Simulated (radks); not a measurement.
The numbers below are computed, except where a source is named.
Pr2+, configuration [Xe] 4f2 5d1 (not the ground configuration).

Level of theory: non-relativistic Kohn-Sham, PBE, spin-polarised, spherical densities, point nucleus; open shells are filled with parallel spins first (spin-orbit coupling, left out, can overturn this in heavy ions); relativity is left out, which matters for an element this heavy (a radial shooting solver on a logarithmic mesh with Libxc functionals).

Energy parts (eV):
part                      energy
total                 -242805.15
kinetic                242727.51
electron-nucleus      -574218.53
Hartree                 94341.20
exchange-correlation    -5655.34

Orbitals (lengths in bohr, moments of r in powers of bohr; <r^-3> diverges for s and p1/2; r(max) is where P^2 peaks):
\begin{tabular}{lrrrrr}
orbital & occ. & eigenvalue (eV) & r(max) & <r^-3> & <r^4> \\ \hline
1s up & 1 & -39713.33 & 0.01705 & - & 1.980e-06 \\
1s down & 1 & -39713.33 & 0.01705 & - & 1.980e-06 \\
2s up & 1 & -6213.373 & 0.09376 & - & 0.0003415 \\
2s down & 1 & -6213.323 & 0.09376 & - & 0.0003415 \\
2p up & 3 & -5883.672 & 0.07311 & 6899 & 0.0002196 \\
2p down & 3 & -5883.639 & 0.07311 & 6899 & 0.0002195 \\
3s up & 1 & -1354.087 & 0.2636 & - & 0.01332 \\
3s down & 1 & -1353.363 & 0.2635 & - & 0.01330 \\
3p up & 3 & -1210.833 & 0.2505 & 1358 & 0.01242 \\
3p down & 3 & -1210.166 & 0.2504 & 1359 & 0.01239 \\
3d up & 5 & -944.0216 & 0.2016 & 227.5 & 0.009382 \\
3d down & 5 & -943.5177 & 0.2016 & 227.7 & 0.009360 \\
4s up & 1 & -282.4762 & 0.6076 & - & 0.3340 \\
4s down & 1 & -280.7852 & 0.6075 & - & 0.3339 \\
4p up & 3 & -228.5545 & 0.6168 & 293.5 & 0.3907 \\
4p down & 3 & -226.8610 & 0.6166 & 293.4 & 0.3907 \\
4d up & 5 & -133.7245 & 0.6336 & 40.88 & 0.5851 \\
4d down & 5 & -132.0263 & 0.6334 & 40.86 & 0.5862 \\
4f up & 2 & -23.1716 & 0.6597 & 5.343 & 3.725 \\
4f down & 0 & -21.5459 & 0.6601 & 5.306 & 3.943 \\
5s up & 1 & -51.4478 & 1.404 & - & 10.65 \\
5s down & 1 & -50.1830 & 1.408 & - & 10.79 \\
5p up & 3 & -36.7193 & 1.532 & 43.10 & 17.32 \\
5p down & 3 & -35.5314 & 1.536 & 42.56 & 17.65 \\
5d up & 1 & -15.8368 & 1.999 & 3.343 & 78.49 \\
5d down & 0 & -14.8522 & 2.009 & 3.247 & 81.49 \\
\end{tabular}

The highest occupied level is 5d up at -15.837 eV. The configuration is held as typed, so some empty levels lie below it. The density falls to 0.001 e/bohr^3 at r = 3.83 bohr. Virial ratio -V/T = 2.00032. The electron density at the nucleus is 1.457e+05 e/bohr^3. Spin moment in Bohr magnetons: 3. Summed over all electrons, <r^2> = 46.68 bohr^2, which gives a Langevin (diamagnetic) susceptibility term of -37 x 10^-6 cm^3/mol. The spin density at the nucleus is -0.553 e/bohr^3 (1s 0.000, 2s -0.099, 3s -1.127, 4s 0.110, 5s 0.562).

Run on one thread of a shared host, so times are rough (Arm Neoverse V2): 0.19 s of CPU time, 0.19 s wall, 14 iterations on 2541 mesh points.
